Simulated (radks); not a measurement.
Problem. Species: neutral terbium. Configuration: [Xe] 4f9 6s2. All-electron calculation, Dirac Kohn-Sham, HCTH/407, spin-unpolarised, spherical densities, point nucleus; open shells fill j = l - 1/2 first. Program: a radial shooting solver on a logarithmic mesh with Libxc functionals. Some entries of the table are withheld. Estimate them.

orbital,occ.,eigenvalue (hartree),<r^2> (bohr^2)
1s1/2,2,-1903.332,0.0006319
2s1/2,2,-315.6586,0.009829
2p1/2,2,(1),0.007122
2p3/2,4,(2),0.008351
3s1/2,2,-70.05124,0.06534
3p1/2,2,-63.26277,0.06073
3p3/2,4,-57.59130,0.06773
3d3/2,4,-45.88917,(3)
3d5/2,6,-44.64889,(4)
4s1/2,2,(5),0.3308
4p1/2,2,-11.21964,0.3473
4p3/2,4,-9.95538,0.3861
4d3/2,4,-5.56348,0.4416
4d5/2,6,-5.33457,0.4570
5s1/2,2,-1.75548,1.979
5p1/2,2,-1.03848,2.549
5p3/2,4,-0.87637,2.920
4f5/2,6,-0.14988,1.086
6s1/2,2,(6),(7)
4f7/2,3,-0.12057,1.152

Solution. 
(1) 2p1/2 eigenvalue (hartree): -300.0706
(2) 2p3/2 eigenvalue (hartree): -272.6342
(3) 3d3/2 <r^2> (bohr^2): 0.05381
(4) 3d5/2 <r^2> (bohr^2): 0.05576
(5) 4s1/2 eigenvalue (hartree): -13.88375
(6) 6s1/2 eigenvalue (hartree): -0.13528
(7) 6s1/2 <r^2> (bohr^2): 20.73
